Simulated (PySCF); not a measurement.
**Which element holds Cl most strongly?**

r²SCAN in PySCF with def2-TZVPP on every atom (core potentials on In, Sb), for the lowest determinant that a PBE0 search found; no spin–orbit coupling. D0 is De less the harmonic zero-point energy.

| M | state (unpaired electrons) | Re (Å) | ωe (cm⁻¹) | D0(MCl) (eV) |
| --- | --- | --- | --- | --- |
| Cu | singlet (closed shell) | 2.053 | 414 | 3.77 |
| Ge | doublet (π ↑) | 2.172 | 407 | 4.21 |
| B | singlet (closed shell) | 1.724 | 827 | 5.30 |
| Al | singlet (closed shell) | 2.145 | 477 | 5.20 |
| C | doublet (π ↑) | 1.654 | 869 | 4.34 |
| In | singlet (closed shell) | 2.412 | 316 | 4.65 |
| Sb | triplet (π ↑↑) | 2.344 | 371 | 3.24 |

Order the elements by D0 and give the energy of InCl + Ge → GeCl + In.

B > Al > In > C > Ge > Cu > Sb; ΔE = 4.65 − 4.21 = +0.44 eV at r²SCAN/def2-TZVPP. Close neighbours can swap at other levels.

These are scalar-relativistic numbers at best; spin–orbit coupling would shift them, the dissociation energy most. States were picked by a PBE0 search and need not be the measured ground states.
